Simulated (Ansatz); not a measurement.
Steps of a relaxation of H6N2Sn, SMILES `[NH2][SnH2][NH2]` with RKS PBE0-D4/def2-TZVP.

```sh
$ ansatz run in.yaml --threads 2 --pin off --events-out ev --progress --plain --max-ram 32768MiB --backend cpu
```

```yaml
crystal:
  periodic: [false, false, false]
  atoms:
    - {symbol: N, position_ang: [-0.202500, 1.631420, -0.047790]}
    - {symbol: Sn, position_ang: [-0.010930, -0.225740, 0.675220]}
    - {symbol: N, position_ang: [0.214800, -1.283510, -1.010340]}
    - {symbol: H, position_ang: [-0.815640, 1.695880, -0.848950]}
    - {symbol: H, position_ang: [-0.501640, 2.335690, 0.612460]}
    - {symbol: H, position_ang: [-1.330910, -0.915630, 1.454770]}
    - {symbol: H, position_ang: [1.286790, -0.147710, 1.741040]}
    - {symbol: H, position_ang: [0.836480, -0.851450, -1.680360]}
    - {symbol: H, position_ang: [0.523560, -2.238960, -0.896060]}
basis:
  gaussian: {orbitals: def2-TZVP}
hamiltonian: {xc: pbe0, dispersion: d4}
relax: {f_tol: 0.005, max_steps: 150}
```

Positions (Å) and forces (eV/Å) along the path, 8 of 8 steps:

```xyz
9
step=1 energy=-8907.1421 eV
N    -0.203    1.631   -0.048   -0.103    0.404   -0.219
Sn   -0.011   -0.226    0.675    0.008   -0.017    0.034
N     0.215   -1.284   -1.010    0.112   -0.192   -0.413
H    -0.816    1.696   -0.849   -0.065   -0.046   -0.031
H    -0.502    2.336    0.612    0.061    0.000    0.057
H    -1.331   -0.916    1.455   -0.446   -0.166    0.225
H     1.287   -0.148    1.741    0.439   -0.006    0.293
H     0.836   -0.851   -1.680    0.062    0.067    0.004
H     0.524   -2.239   -0.896   -0.067   -0.044    0.051
9
step=2 energy=-8907.1784 eV
N    -0.245    1.636   -0.090   -0.441    0.360   -0.119
Sn   -0.009   -0.224    0.670   -0.006   -0.053    0.161
N     0.257   -1.261   -1.046    0.464   -0.233   -0.306
H    -0.997    1.690   -0.786    0.420   -0.049    0.466
H    -0.405    2.368    0.603    0.058   -0.300   -0.305
H    -1.396   -0.900    1.457    0.202    0.050   -0.106
H     1.354   -0.164    1.738   -0.199    0.026   -0.121
H     1.018   -0.884   -1.623   -0.432   -0.244    0.397
H     0.424   -2.262   -0.924   -0.067    0.444   -0.067
9
step=3 energy=-8907.2003 eV
N    -0.259    1.644   -0.105   -0.282    0.115   -0.089
Sn   -0.009   -0.217    0.648   -0.001   -0.026    0.077
N     0.271   -1.259   -1.063    0.294   -0.047   -0.136
H    -1.074    1.698   -0.715    0.249    0.015    0.179
H    -0.349    2.376    0.593    0.024   -0.107   -0.095
H    -1.370   -0.916    1.427    0.013   -0.005   -0.033
H     1.328   -0.131    1.722   -0.012    0.023   -0.024
H     1.095   -0.933   -1.570   -0.257   -0.121    0.134
H     0.366   -2.262   -0.938   -0.028    0.153   -0.014
9
step=4 energy=-8907.2043 eV
N    -0.276    1.647   -0.098   -0.078    0.023    0.004
Sn   -0.009   -0.215    0.646    0.002    0.048   -0.149
N     0.289   -1.265   -1.058    0.082   -0.023   -0.010
H    -1.104    1.733   -0.676    0.046   -0.017    0.022
H    -0.318    2.373    0.606    0.021    0.005   -0.008
H    -1.376   -0.947    1.370    0.006   -0.015    0.062
H     1.336   -0.072    1.695   -0.007   -0.026    0.059
H     1.125   -0.985   -1.558   -0.050    0.000    0.029
H     0.332   -2.267   -0.927   -0.022    0.003   -0.010
9
step=5 energy=-8907.2029 eV rejected
N    -0.318    1.651   -0.108    0.116   -0.131    0.017
Sn   -0.008   -0.208    0.624   -0.001    0.013   -0.043
N     0.332   -1.262   -1.068   -0.125    0.105    0.095
H    -1.187    1.742   -0.615   -0.027    0.081    0.013
H    -0.253    2.389    0.579   -0.075    0.044   -0.006
H    -1.363   -0.951    1.367    0.011   -0.013   -0.005
H     1.324   -0.067    1.694   -0.011    0.014    0.003
H     1.209   -1.030   -1.513    0.032   -0.078   -0.041
H     0.264   -2.264   -0.959    0.079   -0.034   -0.032
9
step=6 energy=-8907.2070 eV
N    -0.288    1.652   -0.099   -0.012    0.022   -0.006
Sn   -0.008   -0.211    0.632   -0.001   -0.014    0.043
N     0.301   -1.267   -1.062    0.013   -0.015   -0.018
H    -1.120    1.742   -0.667   -0.001    0.003   -0.005
H    -0.306    2.382    0.601    0.005   -0.009   -0.003
H    -1.361   -0.954    1.381    0.012    0.007   -0.002
H     1.322   -0.074    1.707   -0.012   -0.004   -0.006
H     1.143   -1.000   -1.555    0.001    0.000   -0.005
H     0.315   -2.271   -0.937   -0.006    0.010    0.002
9
step=7 energy=-8907.2071 eV
N    -0.290    1.651   -0.100    0.000    0.007    0.002
Sn   -0.008   -0.211    0.633    0.000   -0.001    0.003
N     0.304   -1.266   -1.063    0.000   -0.007   -0.003
H    -1.124    1.743   -0.665   -0.002   -0.001   -0.002
H    -0.302    2.382    0.599    0.001   -0.002   -0.001
H    -1.359   -0.954    1.382    0.000   -0.001    0.000
H     1.321   -0.074    1.707    0.000    0.000    0.000
H     1.148   -1.003   -1.554    0.002    0.001   -0.001
H     0.311   -2.269   -0.940   -0.002    0.002    0.001
9
step=8 energy=-8907.2071 eV
N    -0.291    1.652   -0.100    0.000    0.001   -0.001
Sn   -0.008   -0.211    0.632    0.000   -0.001    0.002
N     0.304   -1.266   -1.063    0.000   -0.001   -0.001
H    -1.125    1.744   -0.664    0.000    0.000    0.000
H    -0.302    2.382    0.600    0.000    0.001    0.000
H    -1.358   -0.955    1.381    0.000    0.000    0.000
H     1.321   -0.072    1.707    0.000    0.000    0.000
H     1.150   -1.006   -1.553    0.000   -0.001    0.000
H     0.308   -2.269   -0.940    0.000   -0.001   -0.001
```

Run time 23 s (2 threads of an AMD EPYC 7R13 on a shared host); peak host memory 0.33 GiB.
